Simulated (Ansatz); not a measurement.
Two isomers of CH3F2InO: A = `O[CH2][In]([F])[F]`, B = `C[O][In]([F])[F]`.

Gas-phase electronic energies from Ansatz, PBE0-D4/def2-TZVP geometries. CCSD(T)/CBS adds triple-zeta CCSD(T) − MP2 to the extrapolated MP2 energy (def2 sets, frozen cores). Functionals use def2-TZVPP. B3LYP here is the variant with VWN-RPA as its local correlation; programs differ in this. def2 core potentials past Kr. For In outer-core shells are correlated without core-valence functions, which leaves a few kJ/mol of doubt a bond. Each species was taken in one conformer, which may not be the lowest.

Question: Which isomer does CCSD(T)/CBS put lower? Give the gap. (Best estimate.)

Answer: Computed: B, by 6.4 kcal/mol.

Question: Give E(B) − E(A) in kcal/mol with r2SCAN-D4, CCSD(T)/def2-TZVPP, MP2/def2-TZVPP, B2PLYP, B3LYP-D4, CCSD(T)/def2-SVP, ωB97M-V. (Estimate.)

Answer: Computed: r2SCAN-D4 -3.6, CCSD(T)/def2-TZVPP -6.3, MP2/def2-TZVPP -6.0, B2PLYP -5.9, B3LYP-D4 -4.1, CCSD(T)/def2-SVP -9.5, ωB97M-V -4.9. None reverses the order clearly.

Question: Does the order hold for the free energy at 298.15 K (harmonic terms from PBE0-D4)? (Estimate.)

Answer: Ansatz gave: Yes: G(B) − G(A) = -7.5 kcal/mol, for one conformer each. Modes under 60 cm⁻¹, often nearly free rotors, make the harmonic entropy too high.

Largest T1 diagnostic: 0.017.

Leaving LDA and LC-ωPBE aside and taking each functional with its dispersion term where it has one, the values, not all of them listed here, spread over 4.8 kcal/mol, from ωB97X-V to PBE-D4. LDA lies +3.8 kcal/mol from PBE without D4. At CCSD(T), def2-SVP lies −3.1 kcal/mol from the extrapolated value and def2-TZVPP +0.0 kcal/mol.
